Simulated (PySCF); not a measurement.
C2H10O2Si2, SMILES OC[SiH]([SiH3])CO. Geometry: r2SCAN-D4/def2-SVP. The structure was generated by enumeration, and PubChem lists no compound with its InChIKey, so it may never have been made. One conformer was computed; it need not be the lowest.

**Question.** Give the equilibrium geometry at r2SCAN-D4/def2-SVP (PySCF confirms it by a frequency run) as bond lengths and angles. (An estimate is asked for; the answer gives what the named calculation found.)

**Answer.** One answer among several that fit: 
Atoms: O1 C2 Si3 Si4 C5 O6 H7 H8 H9 H10 H11 H12 H13 H14 H15 H16. Bonded distances (Å): O1–C2 1.428, O1–H7 0.967, C2–Si3 1.912, C2–H8 1.110, C2–H9 1.104, Si3–Si4 2.347, Si3–C5 1.911, Si3–H10 1.500, Si4–H11 1.496, Si4–H12 1.493, Si4–H13 1.502, C5–O6 1.422, C5–H14 1.104, C5–H15 1.111, O6–H16 0.967. Angles (°): C2–O1–H7 107.7, O1–C2–Si3 109.8, O1–C2–H8 112.1, O1–C2–H9 106.3, Si3–C2–H8 113.0, Si3–C2–H9 109.4, H8–C2–H9 106.0, C2–Si3–Si4 104.4, C2–Si3–C5 115.8, C2–Si3–H10 108.6, Si4–Si3–C5 110.2, Si4–Si3–H10 108.8, C5–Si3–H10 108.8, Si3–Si4–H11 109.6, Si3–Si4–H12 112.4, Si3–Si4–H13 110.6, H11–Si4–H12 109.3, H11–Si4–H13 107.4, H12–Si4–H13 107.5, Si3–C5–O6 111.3, Si3–C5–H14 109.5, Si3–C5–H15 111.0, O6–C5–H14 106.5, O6–C5–H15 112.5, H14–C5–H15 105.8, C5–O6–H16 107.8.
Charge 0, spin multiplicity 1.
